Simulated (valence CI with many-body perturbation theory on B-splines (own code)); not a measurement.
## E1 transitions of Al⁸⁺

Calculated by configuration interaction combined with many-body perturbation theory (CI+MBPT): three valence electrons over a frozen Dirac-Fock core [He], radial functions for each j: 11 s, 11 p, 10 d, 8 f, 5 g, 2 h, with the one-electron correlation potential Σ1 (screened to all orders), the two-electron term Σ2, the three-electron term Σ3, Breit, model QED; selected single and double excitations, second order for the rest, scaled by the run's own slope (own B-spline code, finite nucleus).

No measured spectrum was set against this ion. As an estimate, levels of excited configurations hold to 0.05 to 0.15 % of their energy, terms of the ground configuration to about 0.5 %.

Lines 151 to 200 of 584 in falling wavelength, among levels below 289.44 eV, chosen from the strongest by gf and those to the six lowest levels. Wavelengths and rates use the calculated energies, so an error of 300 cm⁻¹ moves a line at 589.1 Å by 0.18 % and its rate by three times that or more. Electric multipoles are in the length gauge, E1 and E2 with the static RPA response of the core. Weak lines are less certain than strong ones. Lines between different terms over intervals too small for the method are left out, as are lines whose strength nearly cancels. Where a level lies close to another of its J and parity, the split of strength between their lines is uncertain. The highest levels of a list are the least certain.

Names give the largest LS component (configuration and term), which can be under half, so a name can repeat, a term be missing and a line seem to break the LS rules; names also repeat where a configuration has a term twice. Letters in brackets count levels of one name in rising energy.

```
λ vac (Å)               Upper                 Lower   A (s⁻¹)  S (a.u.)
    589.1       2p2.3s 2D_5/2      2s.2p.3d 4P°_3/2  6.19e+08  3.75e-01
    588.6       2p2.3s 2D_5/2  2s.2p.3s 2P°_3/2 [b]  1.17e+09  7.08e-01
    588.1       2p2.3s 2D_3/2  2s.2p.3s 2P°_1/2 [b]  1.40e+09  5.61e-01
    577.1   2p2.3d 2F_5/2 [b]  2s.2p.3d 2F°_5/2 [b]  5.34e+08  3.04e-01
    576.5   2p2.3d 2F_7/2 [b]  2s.2p.3d 2F°_7/2 [b]  6.90e+08  5.22e-01
    559.1  2p2.3p 2D°_5/2 [b]   2s.2p.3p 2D_5/2 [b]  6.22e+08  3.22e-01
    514.5      2s2.5p 2P°_1/2         2s2.4d 2D_3/2  2.45e+09  3.30e-01
    514.4      2s2.5p 2P°_3/2         2s2.4d 2D_5/2  2.16e+09  5.80e-01
    503.6       2s2.5g 2G_7/2        2s2.4f 2F°_7/2  9.07e+08  4.57e-01
    503.6       2s2.5g 2G_9/2        2s2.4f 2F°_7/2  2.54e+10  1.60e+01
    503.5       2s2.5g 2G_7/2        2s2.4f 2F°_5/2  2.45e+10  1.23e+01
    491.6       2s2.5s 2S_1/2        2s2.4p 2P°_3/2  5.05e+09  5.92e-01
    470.5      2s2.5f 2F°_5/2         2s2.4d 2D_5/2  9.68e+08  2.99e-01
    470.4      2s2.5f 2F°_7/2         2s2.4d 2D_5/2  1.45e+10  5.97e+00
    469.9      2s2.5f 2F°_5/2         2s2.4d 2D_3/2  1.38e+10  4.24e+00
    460.3      2s2.5f 2F°_5/2     2p2.3d 2D_3/2 [a]  1.10e+09  3.18e-01
    460.2      2s2.5f 2F°_7/2     2p2.3d 2D_5/2 [a]  1.46e+09  5.63e-01
    453.9   2p2.3d 2F_5/2 [a]  2s.2p.3d 2F°_5/2 [a]  1.10e+09  3.04e-01
    452.8   2p2.3d 2F_7/2 [a]  2s.2p.3d 2F°_7/2 [a]  1.05e+09  3.86e-01
    439.8       2s2.5d 2D_5/2    2p2.3p 2P°_3/2 [b]  1.91e+09  4.82e-01
    437.6         2p3 2P°_3/2         2s.2p2 2P_3/2  3.34e+09  5.52e-01
    436.8       2s2.5d 2D_3/2    2p2.3p 2P°_1/2 [b]  3.34e+09  5.50e-01
    433.9       2s2.5d 2D_5/2        2s2.4p 2P°_3/2  6.80e+09  1.65e+00
    432.8         2p3 2P°_1/2         2s.2p2 2P_1/2  2.98e+09  2.39e-01
    432.2       2s2.5d 2D_3/2        2s2.4p 2P°_1/2  3.90e+09  6.22e-01
    426.4      2p2.3p 4D°_7/2       2s.2p.3p 4P_5/2  1.06e+09  3.25e-01
    415.9  2p2.3p 2D°_3/2 [a]   2s.2p.3p 2D_3/2 [a]  2.75e+09  3.90e-01
    415.5  2p2.3p 2D°_5/2 [a]   2s.2p.3p 2D_5/2 [a]  2.72e+09  5.78e-01
    414.6      2p2.3p 4P°_5/2       2s.2p.3p 4P_5/2  1.15e+09  2.43e-01
    405.8      2s2.5p 2P°_1/2         2s2.4s 2S_1/2  4.13e+09  2.72e-01
    405.4      2s2.5p 2P°_3/2         2s2.4s 2S_1/2  4.06e+09  5.34e-01
    402.5   2p2.3d 2P_3/2 [a]  2s.2p.3d 2D°_5/2 [a]  1.76e+09  2.26e-01
    402.2      2p2.3p 2S°_1/2   2s.2p.3p 2P_3/2 [a]  3.63e+09  2.33e-01
    397.5   2p2.3d 2P_1/2 [a]  2s.2p.3d 2D°_3/2 [a]  3.39e+09  2.10e-01
    397.1       2p2.3d 4F_9/2      2s.2p.3d 4F°_9/2  2.34e+09  7.24e-01
    396.7       2p2.3d 4F_7/2      2s.2p.3d 4F°_7/2  1.75e+09  4.31e-01
    396.6       2p2.3d 4F_5/2      2s.2p.3d 4F°_5/2  1.52e+09  2.82e-01
    396.6       2p2.3d 4F_3/2      2s.2p.3d 4F°_3/2  1.85e+09  2.28e-01
    394.7      2p2.3p 4P°_5/2       2s.2p.3p 4S_3/2  1.60e+09  2.92e-01
    393.4  2p2.3p 2P°_3/2 [a]   2s.2p.3p 2D_5/2 [a]  2.43e+09  2.92e-01
    392.3       2s.2p2 2D_5/2        2s2.2p 2P°_3/2  1.80e+09  3.22e-01
    392.3       2s.2p2 2D_3/2        2s2.2p 2P°_3/2  2.53e+08  3.01e-02
    391.7   2p2.3d 2D_5/2 [a]  2s.2p.3d 2F°_7/2 [a]  2.28e+09  4.05e-01
    390.0   2p2.3d 2D_5/2 [c]  2s.2p.3d 2D°_5/2 [b]  1.35e+09  2.38e-01
    388.7      2p2.3p 4D°_7/2       2s.2p.3p 4D_7/2  3.45e+09  8.01e-01
    388.3      2p2.3p 4D°_5/2       2s.2p.3p 4D_5/2  2.05e+09  3.56e-01
    387.1   2p2.3d 2D_3/2 [a]  2s.2p.3d 2F°_5/2 [a]  2.66e+09  3.05e-01
    384.9       2s.2p2 2D_3/2        2s2.2p 2P°_1/2  1.66e+09  1.87e-01
    384.2         2p3 2D°_5/2         2s.2p2 2D_5/2  3.61e+09  6.07e-01
    384.1         2p3 2D°_3/2         2s.2p2 2D_3/2  3.30e+09  3.69e-01
```
